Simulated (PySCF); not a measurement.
**Bond curve of TeSe**

Set-up: Te cc-pVTZ-PP with ECP28, Se cc-pVTZ-PP with ECP10; scalar-relativistic core potentials (PySCF 2.14). Energies in eV from Te + Se in their ground configurations at the same level. State: ³Σ⁻ (triplet), unpaired electrons π ↑↑.

```csv
R (Å),PBE0
2.028,-1.647
2.122,-2.605
2.216,-3.122
2.287,-3.301
2.358,-3.349
2.429,-3.298
2.523,-3.120
2.641,-2.782
2.782,-2.286
2.971,-1.575
```

Question: Put a parabola through the three lowest points of the PBE0 curve and estimate Re, k and ωe (reduced mass 49.48 u; 1 eV/Å² = 0.16022 mdyn/Å; ωe = 1302.8·√(k/μ) cm⁻¹).

Answer: Through R = 2.287, 2.358, 2.429 Å the second-order coefficient is 9.82 eV/Å², so Re ≈ 2.357 Å, k ≈ 3.15 mdyn/Å and ωe ≈ 329 cm⁻¹. A polynomial fit of higher order to the unrounded PBE0 energies gives Re = 2.353 Å, k = 3.20 mdyn/Å, ωe = 331 cm⁻¹; anharmonicity and rounding make the difference.

The higher-order fit for each curve: PBE0: Re = 2.353 Å, ωe = 331 cm⁻¹, De = 3.35 eV.

These are scalar-relativistic numbers at best; spin–orbit coupling would shift them, the dissociation energy most. The state was picked by a PBE0 search and need not be the measured ground state.
